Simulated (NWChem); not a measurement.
Molecule: C$_{2}$H$_{5}$ClGe; SMILES C=[CH][GeH2][Cl]

```xyz
9

Ge    -0.7376    -0.0556     0.0000
Cl     0.9150    -1.4647     0.0000
C      0.0223     1.7222     0.0000
C      1.3356     1.9594     0.0000
H     -1.5677    -0.3392     1.2622
H     -1.5677    -0.3392    -1.2622
H     -0.6818     2.5645     0.0000
H      1.7361     2.9792     0.0000
H      2.0637     1.1407     0.0000
```
Atoms are numbered in this order, from 1.

Program: NWChem. Pople sets run with spherical d functions. Structure relaxed at the PBE0/def2-SVP level. GIAO values for the isolated, static molecule; σ is the absolute isotropic shielding, δ = σ(reference) − σ with the isolated reference molecule computed at the same levels (13C: tetramethylsilane, 1H: tetramethylsilane).

Predict the results for B3LYP/6-31G*. Quantities: σ Ge1 (ppm); σ Cl2 (ppm); δ C3 (ppm); δ C4 (ppm); δ H5 (ppm); δ H7 (ppm); δ H8 (ppm).


```yaml
"σ Ge1 (ppm)": 1536.7
"σ Cl2 (ppm)": 1044.7
"δ C3 (ppm)": 122.4
"δ C4 (ppm)": 129.5
"δ H5 (ppm)": 5.61
"δ H7 (ppm)": 5.89
"δ H8 (ppm)": 6.13
```
